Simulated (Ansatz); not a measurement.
`OB[SiH](O)F` + `B[SiH2][SiH3]` → `B[SiH2]BO` + `O[SiH](F)[SiH3]`  (redistribution)

Calculated with Ansatz (gas phase, PBE0-D4/def2-TZVP geometries, no zero-point term in ΔE). CCSD(T)/CBS is the MP2 limit (def2-TZVPP, def2-QZVPP) plus CCSD(T) − MP2 in def2-TZVPP, frozen cores. Functionals use def2-TZVPP. B3LYP here is the variant with VWN-RPA as its local correlation; programs differ in this. HSE06 is defined as in plane-wave codes. One conformer a species, not always the lowest.

`OB[SiH](O)F`:

Cartesian coordinates in Å:
```
O -0.261 1.648 -1.333
B -0.604 0.418 -0.895
Si 0.209 -0.235 0.841
O 0.982 -1.640 0.493
F -0.973 -0.511 1.895
H -0.680 1.896 -2.162
H -1.373 -0.251 -1.537
H 1.135 0.696 1.543
H 1.564 -2.019 1.154
```

`B[SiH2][SiH3]`:

Z-matrix (Å, degrees):
```
Si
Si 1 2.356
B 1 1.988 2 102.8
H 1 1.490 2 107.3 3 -121.5
H 1 1.490 2 107.3 3 121.4
H 2 1.488 1 110.0 3 -178.7
H 2 1.487 1 110.4 3 61.4
H 2 1.487 1 110.5 3 -58.7
H 3 1.195 1 120.8 2 87.2
H 3 1.195 1 120.9 2 -87.0
```

`B[SiH2]BO`:

Cartesian coordinates in Å:
```
B -0.974 1.487 -0.619
Si -0.697 -0.463 -0.296
B 1.290 -0.629 0.164
O 1.729 -0.850 1.420
H -1.295 2.223 0.267
H -0.737 1.972 -1.686
H -1.505 -0.983 0.850
H -0.982 -1.297 -1.499
H 2.143 -0.521 -0.673
H 1.028 -0.941 2.072
```

`O[SiH](F)[SiH3]`:

Cartesian coordinates in Å:
```
O -0.963 -1.132 1.205
Si 0.208 -0.040 0.869
F 1.650 -0.658 1.197
Si 0.068 0.424 -1.419
H -1.158 -1.335 2.121
H 0.085 1.147 1.758
H 1.157 1.360 -1.806
H -1.242 1.064 -1.716
H 0.195 -0.829 -2.208
```

(1) Is it downhill or uphill in electronic energy at CCSD(T)/CBS, and by how much? (An estimate is asked.)

(2) What do these levels give: ωB97X-V, B3LYP, HSE06, CAM-B3LYP, HF/def2-QZVPP, MP2/CBS(def2)? (Estimate.)

Largest T1 diagnostic among the species: 0.016.

## Answers

(1) Ansatz gave: Uphill: ΔE = +0.09 eV.

(2) The calculation gave: ωB97X-V 0.08, B3LYP 0.08, HSE06 0.07, CAM-B3LYP 0.09, HF/def2-QZVPP 0.12, MP2/CBS(def2) 0.10 eV.

From BLYP to BHLYP (50 % exact exchange), in def2-TZVPP and without D4, ΔE moves by +0.04 eV. Leaving LDA and LC-ωPBE aside and taking each functional with its dispersion term where it has one, the values, not all of them listed here, spread over 0.06 eV, from PBE-D4 to BHLYP-D4. At CCSD(T), def2-SVP lies +0.04 eV from the extrapolated value and def2-TZVPP +0.01 eV.
